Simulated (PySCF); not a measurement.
# UHF on Zr (zirconium, neutral)

Configuration: [Kr] 4d2 5s2, high-spin 3F determinant. All numbers are calculated (PySCF 2.14, a scalar-relativistic core potential, in aug-cc-pVDZ-PP with ECP28MDF).

- Total energy: -46.302154 hartree
- One-electron energy: -77.5584 hartree
- Hartree (Coulomb) energy: 36.5680 hartree
- Exchange energy: -5.3118 hartree
- ⟨S²⟩: 2.0116
- ⟨L²⟩: 12.037
- Sum of ⟨r⟩: 23.20 bohr
- Sum of ⟨r²⟩: 64.69 bohr²
- Time after the integrals: 0.3 s of wall time on 1 thread of Neoverse-V1 (shared host)

| shell | electrons | mean orbital energy (hartree) | rms radius, mean of both spins (bohr) |
| --- | --- | --- | --- |
| 4s α | 1 | -2.54189 | 1.31 |
| 4s β | 1 | -2.46321 | 1.31 |
| 4p α | 3 | -1.54857 | 1.48 |
| 4p β | 3 | -1.44070 | 1.48 |
| 4d α | 2 | -0.32235 | 2.36 |
| 5s α | 1 | -0.23074 | 4.30 |
| 5s β | 1 | -0.19754 | 4.30 |

Energies and moments cover only the electrons outside the core potential.
